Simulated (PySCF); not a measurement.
# B3H7N3O(+)

The system: B3H7N3O(+), a small molecule (built as: end group OH2+); charge +1, singlet. The structure, one conformer, was relaxed in the gas phase by PBE0-D3(BJ)/def2-SVP. No frequency run checks that it is a minimum.

SMILES: [OH2+]B1NBNBN1

```xyz
14

N     0.079   -1.274    0.057
B    -1.366   -1.113    0.051
N    -1.862    0.217    0.066
B    -1.050    1.381    0.089
N     0.389    1.177    0.093
B     0.869   -0.129    0.078
O     2.366   -0.319    0.095
H     0.433   -2.223    0.055
H    -2.076   -2.080    0.034
H    -2.868    0.345    0.061
H    -1.497    2.494    0.104
H     0.969    2.007    0.119
H     2.783   -1.183   -0.060
H     2.985    0.419   -0.035
```
Atom numbers follow the order of the file, from 1.

Shieldings: GIAO PBE0/pcSseg-1. Shifts are against computed references at the same level: H TMS (σ 31.27 ppm). Core levels by delta-SCF with SCAN, pcX-2 on the ionised atom and pcseg-1 elsewhere, spin-free X2C; from the vacuum level, for chosen atoms.

Task: Give the NMR and core-level values of the distinct atoms.

Result: 
```
  atoms  bonded to  σ (ppm)  δ (ppm)  core level (eV)
  N1 N5  2 B + 1 H    153.7        -        1s 409.78
  B2 B4  2 N + 1 H     69.4        -        1s 200.29
     N3  2 B + 1 H    114.4        -        1s 408.82
     B6  2 N + 1 O     79.5        -        1s 202.91
     O7  1 B + 2 H    270.4        -        1s 548.63
 H8 H12        1 N    26.11     5.16                -
 H9 H11        1 B    26.05     5.21                -
    H10        1 N    24.47     6.79                -
H13 H14        1 O    25.13     6.14                -
```

Values are those of this one static structure; atoms that internal rotation interchanges would show their mean in an NMR spectrum.

The core-hole states of B2, B6 are spin-contaminated (⟨S²⟩ 0.81, 0.80 against 0.75 for a pure doublet), so those values and differences from them are less sure.

Task: By CAM-B3LYP/def2-SVPD (TDDFT singlets, Tamm-Dancoff triplets, ionisation by delta-SCF), where does absorption start, and what does vertical ionisation take?

Result: The first singlet with intensity lies at 6.81 eV (f 0.002); what lies below it is dark. The lowest singlet lies at 6.74 eV (f 0.000), the strongest of the first 6 at 8.08 eV (f 0.062), the lowest triplet at 6.67 eV; vertical ionisation takes 14.78 eV.
